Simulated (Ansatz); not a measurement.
`FCCOC(F)F`. Total charge 0; spin multiplicity 1. The geometry is a stationary point of PBE0-D4/def2-TZVP. It is one conformer, not always the lowest.

```xyz
12

F    -0.152   -1.832   -0.405
C    -0.711   -0.751   -1.061
C    -0.872    0.409   -0.117
O     0.330    1.097    0.176
C     1.226    0.456    0.966
F     2.193   -0.121    0.217
F     1.833    1.379    1.730
H    -0.060   -0.486   -1.898
H    -1.692   -1.057   -1.438
H    -1.523    1.155   -0.578
H    -1.350    0.064    0.808
H     0.777   -0.314    1.602
```

**Question.** What is the dipole moment at B3LYP/def2-TZVPP? (Estimate.)

**Answer.** Ansatz gave: 3.48 D, with components (-3.39, -0.24, -0.76) D in this frame, pointing from negative to positive charge.

**Question.** And with PBE, r2SCAN, ωB97M-V? (Best estimate.)

**Answer.** Computed: PBE 3.26 D, r2SCAN 3.38 D, ωB97M-V 3.47 D.

**Question.** Give the Mulliken charges with B3LYP, PBE, r2SCAN in def2-TZVPP. (Best estimate.)

**Answer.** Computed: 
| atom | B3LYP | PBE | r2SCAN |
| --- | --- | --- | --- |
| F1 | -0.25 | -0.21 | -0.24 |
| C2 | 0.09 | 0.06 | 0.16 |
| C3 | 0.00 | -0.02 | 0.09 |
| O4 | -0.27 | -0.20 | -0.27 |
| C5 | 0.39 | 0.29 | 0.42 |
| F6 | -0.20 | -0.16 | -0.20 |
| F7 | -0.19 | -0.15 | -0.19 |
| H8 | 0.09 | 0.08 | 0.05 |
| H9 | 0.09 | 0.08 | 0.04 |
| H10 | 0.10 | 0.09 | 0.05 |
| H11 | 0.08 | 0.08 | 0.05 |
| H12 | 0.07 | 0.05 | 0.04 |

B3LYP here is the variant with VWN-RPA as its local correlation; programs differ in this.
